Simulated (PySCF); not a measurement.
Predicted microwave data (PBE0-D3(BJ)/def2-SVP geometry optimisation, gas phase in PySCF 2.14.0) for one isomer of C4H12OSi:

```
Rotational constants : A = 4782, B = 1506, C = 1246 MHz
Dipole components    : |μa| = 0.19 D, |μb| = 0.77 D, |μc| = 0.03 D
Inertial defect      : -35.66 u·Å²
κ                    : -0.85
```

**Question.** Which candidate fits, each taken in the one conformer that was computed?
A. `[CH3:1][CH2:2][CH2:3][CH2:4][O:5][SiH3:6]` with C1–C2–C3–C4 177°, C2–C3–C4–O5 -62°, C3–C4–O5–Si6 172°
B. SiH2Me(OiPr), `[H][Si]([H])(C)OC(C)C`
C. SiHMe2(OEt), `[H][Si](C)(C)OCC`
D. Si(OMe)Me3, `CO[Si](C)(C)C`
E. `[CH3:1][CH2:2][CH2:3][SiH2:4][O:5][CH3:6]` with C1–C2–C3–Si4 -178°, C2–C3–Si4–O5 59°, C3–Si4–O5–C6 -177°
F. `[CH3:1][C:2]([CH3:3])([CH3:4])[SiH2:5][OH:6]` with C2–Si5–O6–H -77°

**Answer.** C. It is [H][Si](C)(C)OCC, an asymmetric top, point group C1. The candidates at the same level (rigid rotor, commonest isotopes):

```tsv
SMILES	A (MHz)	B (MHz)	C (MHz)	μa (D)	μb (D)	μc (D)	Δ (u·Å²)	point group	rotor
CCC[SiH2]OC	6234	1208	1076	0.25	0.10	0.18	-29.86	C1	near-prolate asymmetric top
CCCCO[SiH3]	8132	1038	972.1	0.14	0.72	0.55	-28.97	C1	near-prolate asymmetric top
[H][Si](C)(C)OCC	4782	1506	1246	0.19	0.77	0.03	-35.66	C1	asymmetric top
CC(C)(C)[SiH2]O	3799	1964	1858	0.79	0.58	1.23	-118.37	–	asymmetric top
[H][Si]([H])(C)OC(C)C	5717	1435	1239	0.20	0.04	0.34	-32.58	C1	near-prolate asymmetric top
CO[Si](C)(C)C	3074	2021	2017	0.09	1.09	0.20	-163.92	–	–
```

`[H][Si]([H])(C)OC(C)C` has A 20 % too high; `CCCCO[SiH3]` has A 70 % too high; `CO[Si](C)(C)C` has C 62 % too high; `CC(C)(C)[SiH2]O` has C 49 % too high; `CCC[SiH2]OC` has A 30 % too high. No structure here is proved a minimum.
